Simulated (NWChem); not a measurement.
# Correlation energy of H$_{3}$B

SMILES: B
```xyz
4

B      0.0000     0.0000     0.0000
H      0.0000     0.0000     1.2044
H     -1.0430     0.0000    -0.6022
H      1.0430     0.0000    -0.6022
```
Charge 0, spin multiplicity 1.

All runs are NWChem calculations. The geometry was optimised at B3LYP/def2-SVP, a minimum by its harmonic frequencies.

Basis set: def2-SVP. Each correlation energy counts from its own Hartree-Fock reference.

The correlated methods keep 1 core orbital frozen. The structure started from a generated list of species. Coupled-cluster values serve here as a point of comparison, not as the truth.

```json
[
 {"method": "MP2", "correlation energy (mHa)": "…"},
 {"method": "SCS-MP2", "correlation energy (mHa)": "-103.0"},
 {"method": "CR-CCSD[T]", "correlation energy (mHa)": "-117.1"},
 {"method": "CR-CCSD(T)", "correlation energy (mHa)": "-117.0"},
 {"method": "CCSD", "correlation energy (mHa)": "…"},
 {"method": "CCSD+T(CCSD)", "correlation energy (mHa)": "-117.2"},
 {"method": "CCSD(T)", "correlation energy (mHa)": "-117.2"},
 {"method": "CCSDT", "correlation energy (mHa)": "…"}
]
```

Q: What belongs in the gaps?

A: 
- MP2, correlation energy (mHa): -92.4
- CCSD, correlation energy (mHa): -115.6
- CCSDT, correlation energy (mHa): -117.5
